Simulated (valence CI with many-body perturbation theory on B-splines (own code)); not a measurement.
**Te46+ in brief**

Calculated by configuration interaction combined with many-body perturbation theory (CI+MBPT): four valence electrons over a frozen Dirac-Fock core [He], radial functions for each j: 11 s, 11 p, 9 d, 7 f, 5 g, 2 h, 1 i, with the one-electron correlation potential Σ1, the two-electron term Σ2, the three-electron term Σ3, Breit, model QED; selected CI, second order for the rest (own B-spline code, finite nucleus).

The last digits are not significant, and no measured levels were compared; by estimate large intervals hold to a few tenths of a per cent, small ones and those within an open d or f shell to about a per cent.

Levels are named by their leading jj configuration (3d3/2^4 stands for four electrons in 3d with j = 3/2), which in mixed levels can hold well under half, so a name can repeat and another be missing.

Rates and lifetimes use the calculated energies. Strong lines usually hold to 10 to 20 %, long lifetimes can be off by a factor of two.

Q: What is the ground level?

A: (2s^2 2p1/2^2) J=0, composition 71 % 2s2 2p2 3P + 29 % 2s2 2p2 1S.

Q: Among levels below 5344.9 eV, which E1 lines absorb most strongly from the ground level?

A: to (2s^2 2p1/2 3d3/2) J=1 at 0.2564 nm, f = 1.32; to (2s 2p1/2^2 3p3/2) J=1 at 0.2509 nm, f = 0.366; to (2s 2p1/2^2 2p3/2) J=1 at 2.413 nm, f = 0.159.

Q: Name the longest-lived excited levels whose lifetime is computed, and their main decay.

A: (2s^2 2p1/2 2p3/2) J=2 at 294.9 eV lives 5.61 μs, mostly by E2 to (2s^2 2p1/2^2) J=0; (2s^2 2p1/2 2p3/2) J=1 at 279.7 eV lives 6.90 ns, mostly by M1 to (2s^2 2p1/2^2) J=0.

Q: What is the ionisation energy?

A: 8240.7 eV; NIST lists 8240 ± 4 eV (theoretical).

Q: Where does the other parity begin?

A: At (2s 2p1/2^2 2p3/2) J=2, 455.3 eV.

Q: What are the static dipole polarisabilities of the lowest levels?

A: (2s^2 2p1/2^2) J=0 0.000530 bohr³, of which the core gives 1.08e-06.

Q: How well does LS coupling describe the low levels?

A: Among the lowest 20 levels the leading LS term, summed over configurations, holds 66 % on average. For single configurations the figures are 66 % in LS and 99 % in jj coupling. Terms mix most in the J = 1 level at 513.9 eV, where the leading one holds 37 %.
